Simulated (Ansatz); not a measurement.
The same ligand exchange along the group Al, Ga, In.

Gas-phase electronic energies from Ansatz, PBE0-D4/def2-TZVP geometries. CBS: MP2 limit from def2 TZ/QZ plus the TZ coupled-cluster correction, frozen cores. def2 core potentials past Kr. For Br, Ga, In outer-core shells are correlated without core-valence functions, which leaves a few kJ/mol of doubt a bond. Scalar relativity is left out up to krypton. Each species was taken in one conformer, which may not be the lowest.

Q: Order these by ΔE at CCSD(T)/CBS, lowest first. (Estimate.)
A. `[SiH3][O][InH][Br]` + HBr → `[Br][InH][Br]` + `O[SiH3]`
B. `[SiH3][O][GaH][Br]` + HBr → `[Br][GaH][Br]` + `O[SiH3]`
C. `[SiH3][O][AlH][Br]` + HBr → `[Br][AlH][Br]` + `O[SiH3]`

A: A (-0.85 eV), B (-0.50 eV), C (0.00 eV).

Largest T1 diagnostic: 0.013, for `[SiH3][O][InH][Br]`.
